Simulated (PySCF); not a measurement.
CH₂F₂O₂Si, SMILES F[SiH](C(O)=O)F.

Geometry: B3LYP-D3(BJ)/def2-SVP. The structure was generated by enumeration, and PubChem lists no compound with its InChIKey, so it may never have been made. One conformer was computed; it need not be the lowest.

All values below come from TDDFT-ωB97X/def2-SVPD (PySCF).

Vertical excitations. Gas-phase values at a fixed geometry.

Computed lowest excited states:
```tsv
state	energy (eV)	λ (nm)	f	main pairs
S1	4.97	250	0.002	HOMO→LUMO 92 %
S2	7.68	161	0.040	HOMO−1→LUMO 67 %, HOMO→LUMO+1 19 %
S3	8.00	155	0.000	HOMO−2→LUMO 75 %
S4	8.48	146	0.138	HOMO→LUMO+1 43 %, HOMO→LUMO+2 38 %
S5	8.72	142	0.084	HOMO→LUMO+2 35 %, HOMO→LUMO+1 29 %, HOMO−1→LUMO 23 %
S6	8.87	140	0.005	HOMO→LUMO+3 56 %, HOMO−3→LUMO 25 %
S7	9.25	134	0.004	HOMO−1→LUMO+1 89 %
S8	9.56	130	0.027	HOMO−3→LUMO 51 %, HOMO→LUMO+3 24 %, HOMO−2→LUMO 19 %
S9	9.61	129	0.173	HOMO→LUMO+4 64 %, HOMO→LUMO+5 17 %
S10	10.18	122	0.121	HOMO→LUMO+5 52 %, HOMO→LUMO+4 16 %, HOMO→LUMO+9 12 %
T1	4.35	285	0	HOMO→LUMO 91 %
T2	5.65	220	0	HOMO−1→LUMO 86 %
T3	7.41	167	0	HOMO−2→LUMO 69 %, HOMO−3→LUMO 18 %
T4	7.86	158	0	HOMO→LUMO+1 54 %, HOMO→LUMO+2 29 %
```
Triplets are in the Tamm–Dancoff approximation, which puts them higher than full response would, so one can lie above its singlet here.
